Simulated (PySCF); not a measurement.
# How methods differ on the ionisation energy of Sn(29+)

Sn(29+) [Ar] 3d3 (4F) → Sn(30+) [Ar] 3d2 (3F), as a difference of total energies. Computed with PySCF 2.14 in an uncontracted even-tempered set (18 s from 3.9 bohr⁻², ratio 2.5; 12 p from 5 bohr⁻², ratio 2.5; 8 d from 5 bohr⁻², ratio 2.5; 4 f from 19 bohr⁻², ratio 2.7; 3 g from 29 bohr⁻², ratio 2.7), with scalar relativity by spin-free X2C-1e. Correlated levels: outer shells: [Ne] frozen; virtual orbitals above 40 to 60 times the deepest correlated orbital energy dropped. The calculations carry no spin-orbit coupling.

| method | ionisation energy (eV) |
| --- | --- |
| UHF | 1675.6 |
| LDA | 1675.8 |
| PBE | 1675.6 |
| PBE0 | 1676.1 |
| r2SCAN | 1677.0 |
| B3LYP | 1676.2 |
| PW91 | 1676.1 |
| MP2 (outer shells) | 1675.9 |
| SCS-MP2 (outer shells) | 1675.6 |

A first-order spin-orbit estimate (lowest level to lowest level, LS coupling) adds -0.255 eV.

Breit and QED terms and the two-electron picture change are absent.

For comparison: 1676 ± 4 eV (theoretical estimate listed by NIST; NIST Atomic Spectra Database, ionization energies).
